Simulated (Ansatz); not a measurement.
Geometry optimisation, RKS B3LYP/def2-SVP (Ansatz).

The input (input.yaml):

```yaml
crystal:
  periodic: [false, false, false]
  atoms:
    - { symbol: Ge, position_ang: [0.35549, -0.317159, -0.572559] }
    - { symbol: F, position_ang: [-1.035093, -0.276357, 1.955388] }
    - { symbol: F, position_ang: [1.223602, -0.151152, -2.042918] }
    - { symbol: O, position_ang: [-0.225916, 1.266701, -0.150035] }
    - { symbol: H, position_ang: [-0.693273, 1.215633, 0.70038] }
    - { symbol: F, position_ang: [-0.88363, -1.469519, -0.882676] }
    - { symbol: Cl, position_ang: [1.734716, -1.224409, 0.881921] }
    - { symbol: H, position_ang: [-0.333096, -0.755939, 2.330099] }
basis:
  gaussian: { orbitals: def2-SVP }
hamiltonian:
  xc: b3lyp
relax:
  f_tol: 0.03
  max_steps: 50
output:
  orbitals: {}
```

Launched with:

```bash
$ ansatz run input.yaml --threads 4 --pin off --max-ram 5120MiB --backend cpu --events-out ev --progress --plain --runs-dir out
```

Question: Where does it end, and by what steps?

Answer: It converged. After 10 steps the energy has fallen by 0.054 eV; F2 moved furthest, 0.44 Å.

| step | energy less start (eV) | largest force component (eV/Å) | accepted |
| --- | --- | --- | --- |
| 0 | 0.0000 | 0.450 | yes |
| 1 | 0.0040 | 1.509 | no |
| 2 | -0.0290 | 0.321 | yes |
| 3 | -0.0324 | 0.638 | yes |
| 4 | -0.0376 | 0.659 | yes |
| 5 | -0.0495 | 0.131 | yes |
| 6 | -0.0527 | 0.087 | yes |
| 7 | -0.0536 | 0.079 | yes |
| 8 | -0.0537 | 0.090 | yes |
| 9 | -0.0537 | 0.122 | no |
| 10 | -0.0540 | 0.023 | yes |

```xyz
8
Properties=species:S:1:pos:R:3
Ge 0.339 -0.366 -0.677
F -0.947 -0.027 2.301
F 1.385 -0.033 -1.992
O -0.374 1.117 -0.130
H -0.756 1.004 0.763
F -0.816 -1.504 -1.253
Cl 1.473 -1.369 0.873
H -0.161 -0.534 2.336
```

Whether the end is a true minimum wasn't checked by a vibrational analysis.

The run took 25 s on 4 threads of Arm Neoverse V2 (shared host), peak memory 0.3 GiB.
